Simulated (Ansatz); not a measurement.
Compare A (`[SiH3]NCBCl`) with its isomer B (`NBC[SiH2]Cl`).

Isolated molecules relaxed with PBE0-D4/def2-TZVP in Ansatz; ΔE leaves out vibrations. CCSD(T)/CBS adds triple-zeta CCSD(T) − MP2 to the extrapolated MP2 energy (def2 sets, frozen cores). DFT in def2-TZVPP. Each species was taken in one conformer, which may not be the lowest.

Q: Which isomer does CCSD(T)/CBS put lower? Give the gap. (An estimate is asked.)

A: Ansatz gave: B, by 201.5 kJ/mol.

Q: Give E(B) − E(A) in kJ/mol with CCSD(T)/def2-TZVPP, ωB97M-V, r2SCAN-D4, CCSD/def2-TZVPP, B2PLYP, MP2/def2-TZVPP, HF/def2-TZVPP. (Estimate.)

A: Computed: CCSD(T)/def2-TZVPP -197.3, ωB97M-V -202.5, r2SCAN-D4 -205.1, CCSD/def2-TZVPP -196.5, B2PLYP -199.1, MP2/def2-TZVPP -203.5, HF/def2-TZVPP -189.9. None reverses the order clearly.

Largest T1 diagnostic: 0.011.

In def2-TZVPP, CCSD(T) changes the Hartree–Fock value by −7.4 kJ/mol (the triples alone add −0.8 kJ/mol) and MP2 by −13.6 kJ/mol.
